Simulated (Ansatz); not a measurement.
Geometry optimisation, RKS LDA/def2-SVP in Ansatz.

The input (input.yaml):

```yaml
crystal:
  periodic: [false, false, false]
  atoms:
    - { symbol: C, position_ang: [-0.98791, 1.68559, -0.55874] }
    - { symbol: Si, position_ang: [0.01246, 0.4714, 0.21925] }
    - { symbol: C, position_ang: [1.02335, -0.98445, 0.42721] }
    - { symbol: O, position_ang: [0.43419, -2.27368, 0.48899] }
    - { symbol: H, position_ang: [-0.65422, 2.12961, -1.48589] }
    - { symbol: H, position_ang: [-1.58228, 2.34603, 0.05576] }
    - { symbol: H, position_ang: [1.8166, -0.94559, 1.17293] }
    - { symbol: H, position_ang: [0.67147, -2.6854, 1.32464] }
basis:
  gaussian: { orbitals: def2-SVP }
hamiltonian:
  xc: lda
relax:
  f_tol: 0.015
  max_steps: 40
output:
  orbitals: {}
```

Run as:

```bash
$ ansatz run input.yaml --threads 1 --pin off --max-ram 2048MiB --backend cpu --events-out ev --progress --plain --runs-dir out
```

Question: Where does it end, and by what steps?

Answer: The forces met the threshold. After 17 steps the energy has fallen by 0.624 eV; Si2 moved furthest, 0.74 Å.

| step | energy less start (eV) | largest force component (eV/Å) | accepted |
| --- | --- | --- | --- |
| 0 | 0.0000 | 2.008 | yes |
| 1 | -0.3262 | 1.949 | yes |
| 2 | -0.4236 | 1.434 | yes |
| 3 | -0.4872 | 0.971 | yes |
| 4 | -0.5544 | 0.660 | yes |
| 5 | -0.5881 | 0.362 | yes |
| 6 | -0.6077 | 0.310 | yes |
| 7 | -0.6035 | 0.321 | no |
| 8 | -0.6200 | 0.151 | yes |
| 9 | -0.6161 | 0.140 | no |
| 10 | -0.6222 | 0.047 | yes |
| 11 | -0.6217 | 0.072 | no |
| 12 | -0.6228 | 0.019 | yes |
| 13 | -0.6231 | 0.030 | yes |
| 14 | -0.6217 | 0.078 | no |
| 15 | -0.6233 | 0.034 | yes |
| 16 | -0.6234 | 0.025 | yes |
| 17 | -0.6235 | 0.014 | yes |

```xyz
8
Properties=species:S:1:pos:R:3
C -0.751 1.688 -0.408
Si -0.465 0.477 0.787
C 0.677 -0.905 0.568
O 0.329 -2.185 0.561
H -0.475 1.550 -1.468
H -1.363 2.573 -0.164
H 1.735 -0.702 0.865
H 1.048 -2.754 0.904
```

Whether the end is a true minimum wasn't checked by a vibrational analysis.

The run took 42 s on 1 thread of Arm Neoverse N1, on a shared host, peak memory 0.13 GiB.
